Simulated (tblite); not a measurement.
C7H9 (doublet state).
Cartesian coordinates in Å at the GFN2-xTB level; atoms count from 1:
```
atom  x, y, z in Å
C1    -2.751   -0.683   -0.828
C2    -1.543   -0.287   -0.352
C3    -1.439    0.589    0.864
C4    -0.348   -0.683   -0.982
C5     0.902   -0.310   -0.539
C6     2.001    0.022   -0.145
C7     3.312    0.410    0.313
H8    -2.834   -1.309   -1.700
H9    -3.670   -0.385   -0.355
H10   -2.423    0.827    1.259
H11   -0.923    1.516    0.616
H12   -0.859    0.088    1.638
H13   -0.400   -1.314   -1.859
H14    3.234    1.042    1.198
H15    3.836    0.961   -0.470
H16    3.899   -0.475    0.563
```

Method: GFN2-xTB as coded in tblite; computed harmonic values from a numerical Hessian at the method's own geometry, unscaled. Against measured fundamentals such values can be off by several per cent, at times by over 20. One conformer, not necessarily the lowest. Open shells enter through the occupations alone, without spin polarisation, and single modes of such species can be off by tens of per cent. The optimisation stopped once no atom felt more than 0.01 eV/Å.

Lowest wavenumbers of the output (negative numbers stand for imaginary wavenumbers):
```
mode    cm-1
  1     -40.2
  2      85.5
  3      87.9
  4     104.4
  5     228.6
  6     243.7
  7     319.7
  8     357.5
  9     390.5
 10     460.8
```

Problem. Is this structure a minimum?

Solution. Not by this Hessian. 1 mode is imaginary beyond 20i (40i cm⁻¹), so at this level the point lies at or near a first-order saddle. The curvature is small, so loose convergence or finite differences may be the whole cause.

Problem. Which atoms move in the imaginary mode?

Solution. 40i: H15 (hydrogen on carbon) 33 %, H16 (hydrogen on carbon) 33 %, H14 (hydrogen on carbon) 30 %. These are shares of the mass-weighted motion.

Problem. What is the remedy?

Solution. Step along that mode in both directions, optimise again with tighter thresholds and repeat the frequencies. The zero-point energy of this point (81.3 kcal/mol) counts the 41 real modes alone, and thermal corrections from it aren't those of a minimum.

Time: 0.34 s of wall time. Hardware: Arm Neoverse V2, one thread, shared host with 96 logical CPUs at a one-minute load of 53. This covers the Hessian and the dipole derivatives.
